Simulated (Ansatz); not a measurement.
C₂H₈ClNSi (`CCN[SiH2]Cl`), charge 0, multiplicity 1.

Question: Give a relaxed structure at PBE0-D4/def2-TZVP (Ansatz). (Best estimate.)

Answer: The calculation gave: 
Cartesian coordinates in Å:
```
C 1.514 -0.521 0.731
C 0.657 -0.595 -0.520
N -0.186 0.570 -0.726
Si -1.809 0.677 -0.247
Cl -2.121 0.797 1.804
H 2.183 0.343 0.693
H 2.131 -1.417 0.833
H 0.891 -0.425 1.623
H 0.006 -1.474 -0.471
H 1.294 -0.741 -1.400
H 0.334 1.428 -0.834
H -2.381 1.914 -0.822
H -2.513 -0.555 -0.663
```
This is one stationary point; other conformers may exist.
